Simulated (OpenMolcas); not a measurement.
# neutral gold: effect of the basis set

- Program: OpenMolcas 26.06
- Method: CASSCF
- Active space: 11 electrons in 6 orbitals (5d 6s)
- State averaging: 2S+1 = 2 even, 6 roots
- Spin-orbit coupling: state interaction with AMFI integrals over the reference wave functions, term energies averaged over their components

A. ANO-R1 [7s5p4d2f], X2C, finite nucleus; cost roughly 3 core-seconds
B. ANO-RCC-VDZP [7s6p4d2f], DKH2, point nucleus; cost about 5 core-seconds
C. ANO-R2 [8s6p5d3f1g], X2C, finite nucleus; cost about 9 core-seconds
D. ANO-RCC-VTZP [8s7p5d3f1g], DKH2, point nucleus; cost about 7 core-seconds
E. ANO-RCC-VQZP [9s8p6d4f2g1h], DKH2, point nucleus; cost roughly 10 core-seconds
F. ANO-R3 [9s7p6d4f2g2h], X2C, finite nucleus; cost of the order of 8 core-seconds

Energies in cm⁻¹ above 5d¹⁰ 6s ²S_1/2, the measured ground level; measured values from NIST Handbook of Basic Atomic Spectroscopic Data.

```csv
Level,A,B,C,D,E,F,Measured
5d¹⁰ 6s ²S_1/2,0.0,0.0,0.0,0.0,0.0,0.0,0.0
5d⁹ 6s² ²D_5/2,5573,6141,5179,5330,5328,5156,9161
5d⁹ 6s² ²D_3/2,17855,18533,17410,17566,17569,17387,21435
```

Deviations, from unrounded energies. A percentage is the sum of absolute deviations over the sum of measured energies, with the sign that they share, or ± where signs differ.

```json
{"Against measurement": "mean absolute deviation (cm-1)", "Levels": "2", "A": "3600", "B": "3000", "C": "4000", "D": "3900", "E": "3800", "F": "4000"}
{"Against measurement": "other configurations (%)", "Levels": "2", "A": "-23.4", "B": "-19.4", "C": "-26.2", "D": "-25.2", "E": "-25.2", "F": "-26.3"}
```

B lies closest to measurement on these levels and F furthest from it. The largest miss of B in the table is 5d⁹ 6s² ²D_5/2, by -3000 cm-1. The ranking rests on the paired levels alone, and a cruder setting can come out closer through cancelling errors.

Among A to F the level of the table that moves most is 5d⁹ 6s² ²D_3/2, by 1100 cm-1 (lowest in F, highest in B).

Without dynamic correlation excited terms often stand tens of per cent too high (terms of higher spin than the ground term too low), and those without a measured partner can miss by more than the paired ones. A single d shell beside an s shell can misplace configurations of different d count against each other. Computed and measured levels are paired by configuration, term and J; levels that our copy of the source lacks, or whose pairing is in doubt (as where it misses far off the trend of its configuration), stay unpaired and out of the deviations. Levels of configurations outside the active space are missing.
